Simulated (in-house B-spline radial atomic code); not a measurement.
**RPA and G0W0 on LDA VWN5: As**

Configuration [Ar] 3d10 4s2 4p3, highest spin, mean-field start LDA VWN5. Computed with a B-spline radial code for spherical atoms: all electrons, scalar-relativistic (spin-free one-electron X2C), finite nucleus, each spin shell either full or empty, empty states to l = 9 with an (l + 1/2)⁻⁴ tail; G0W0 by contour deformation at full frequency.

Command:
```bash
python run_gw.py task.json out
```
Settings (radii: box in bohr, nucleus in fm):
```
Z                        33
electrons                33
configuration            [Ar] 3d10 4s2 4p3
hamiltonian              x2c
method                   lda,vwn
lmax                     9
rms_radius               4.0968
spin_polarised           True
box_radius               40
intervals                73
```

Cost of the run: 7.2 s on 1 thread of Arm Neoverse N1, with other jobs on the host.

Energies (hartree):

```csv
term,value
mean-field total,-2257.36595
Hartree-Fock functional on these orbitals,-2259.04103
direct second order,-2.884
second-order exchange,0.84094
SOSEX correction,0.75903
```

(1) What is the RPA correlation energy, and what remains with SOSEX?

Quasi-particle levels (eV):

```tsv
level	occupied	mean field	Σx - vxc	Σc	QP weight	G0W0
4p up	yes	-5.962	-3.96	?	?	?
4p down	no	-4.053	5.77	-2.83	0.831	-1.108
```

G0W0 = mean field + (Σx - vxc) + Σc, with Σc (partial-wave tail included) taken at the quasi-particle energy. Only the outer levels were computed. Levels of low weight are left out.

(2) Where does G0W0 put 4p up?

## Answers

(1) RPA gives -2.4289 hartree (-2 eV per electron); RPA + SOSEX gives -1.6699, and the second-order doubles -2.0431 hartree (no singles). RPA lacks exchange-type terms and so overcorrelates at short range.

(2) At -9.653 eV, with Σc = 0.27 eV and a quasi-particle weight of 0.799. The tabulated removal energy is 9.789 eV (NIST, measured); the calculation leaves out spin-orbit coupling, Breit and QED terms, and what these don't explain is the method's own error.
